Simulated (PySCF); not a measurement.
A calculated (UHF, PySCF 2.14, x2c-TZVPPall with one added diffuse shell each of s, p, d, f type, scalar relativity by spin-free X2C-1e) atom or ion has these occupied shells.

| shell | electrons | orbital energy (eV) | rms radius, mean of both spins (bohr) |
| --- | --- | --- | --- |
| 1s β | 1 | -25673.4 | 0.0357 |
| 1s α | 1 | -25673.3 | 0.0357 |
| 2s α | 1 | -3891.2 | 0.146 |
| 2s β | 1 | -3890.5 | 0.146 |
| 2p α | 3 | -3488.0 | 0.130 |
| 2p β | 3 | -3487.3 | 0.130 |
| 3s α | 1 | -773.99 | 0.392 |
| 3s β | 1 | -773.77 | 0.392 |
| 3p α | 3 | -638.08 | 0.394 |
| 3p β | 3 | -637.66 | 0.394 |
| 3d α | 5 | -423.54 | 0.376 |
| 3d β | 5 | -422.50 | 0.376 |
| 4s α | 1 | -146.21 | 0.970 |
| 4s β | 1 | -142.47 | 0.970 |
| 4p α | 3 | -104.48 | 1.06 |
| 4p β | 3 | -99.465 | 1.06 |
| 4d α | 5 | -41.907 | 1.36 |
| 4d β | 3 | -40.202 | 1.36 |
| 5s β | 1 | -25.084 | 2.75 |

Q: Name the element and its charge.

A: Ag²⁺ (silver, charge +2), in [Kr] 4d8 5s1, 5s spin antiparallel (an excited configuration).
